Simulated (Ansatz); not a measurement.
Molecule (SMILES): N#P (N-P).
Geometry (B3LYP-D3(BJ)/def2-TZVP, fixed):
```
N
P 1 1.4828
```

How fast the dipole moment converges with the basis for several methods (Ansatz, a first-principles code): deviation from each method's own reference, in D. References: CCSD(T) 2.777 D, the value in aug-pcseg-3; HF 3.288 D, the value in aug-pcseg-3; MP2 2.721 D, the value in aug-pcseg-3; PBE 2.725 D, the value in aug-pcseg-3; PBE0 2.885 D, the value in aug-pcseg-3. Cartesian d functions, on some or all atoms, in 6-31G**, 6-31+G*, 6-311+G**; all else is spherical. In correlated methods cores are frozen. A restricted Hartree-Fock determinant is unstable towards unrestricted orbitals. No added dispersion term, no relativity. The reference of a correlated method is not its basis-set limit, which lies further on.

```json
[
 {"basis": "pcseg-1", "functions": "32", "CCSD(T)": "-0.135", "HF": "-0.165", "MP2": "-0.198", "PBE": "-0.251", "PBE0": "-0.207"},
 {"basis": "6-31G**", "functions": "34", "CCSD(T)": "-0.313", "HF": "-0.374", "MP2": "-0.371", "PBE": "-0.444", "PBE0": "-0.404"},
 {"basis": "cc-pV(D+d)Z", "functions": "37", "CCSD(T)": "-0.336", "HF": "-0.316", "MP2": "-0.370", "PBE": "-0.346", "PBE0": "-0.315"},
 {"basis": "6-31+G*", "functions": "42", "CCSD(T)": "-0.029", "HF": "-0.097", "MP2": "-0.088", "PBE": "-0.121", "PBE0": "-0.115"},
 {"basis": "aug-pcseg-1", "functions": "50", "CCSD(T)": "-0.006", "HF": "-0.087", "MP2": "-0.039", "PBE": "-0.092", "PBE0": "-0.089"},
 {"basis": "6-311+G**", "functions": "53", "CCSD(T)": "0.008", "HF": "-0.055", "MP2": "-0.060", "PBE": "-0.058", "PBE0": "-0.059"},
 {"basis": "6-311++G(2d,2p)", "functions": "62", "CCSD(T)": "0.027", "HF": "0.004", "MP2": "0.006", "PBE": "0.010", "PBE0": "0.010"},
 {"basis": "pcseg-2", "functions": "64", "CCSD(T)": "0.020", "HF": "-0.030", "MP2": "-0.004", "PBE": "-0.030", "PBE0": "-0.032"},
 {"basis": "cc-pV(Q+d)Z", "functions": "119", "CCSD(T)": "-0.052", "HF": "-0.045", "MP2": "-0.055", "PBE": "-0.044", "PBE0": "-0.040"},
 {"basis": "pcseg-3", "functions": "124", "CCSD(T)": "0.017", "HF": "0.007", "MP2": "0.016", "PBE": "0.020", "PBE0": "0.013"},
 {"basis": "def2-QZVPP", "functions": "127", "CCSD(T)": "-0.026", "HF": "-0.016", "MP2": "-0.028", "PBE": "-0.007", "PBE0": "-0.009"},
 {"basis": "aug-cc-pV(Q+d)Z", "functions": "169", "CCSD(T)": "-0.006", "HF": "-0.013", "MP2": "-0.008", "PBE": "-0.004", "PBE0": "-0.006"}
]
```

Mean absolute deviation over 6-311+G**, 6-311++G(2d,2p), pcseg-2: CCSD(T) 0.018, MP2 0.023, HF 0.030, PBE 0.033, PBE0 0.034 D.
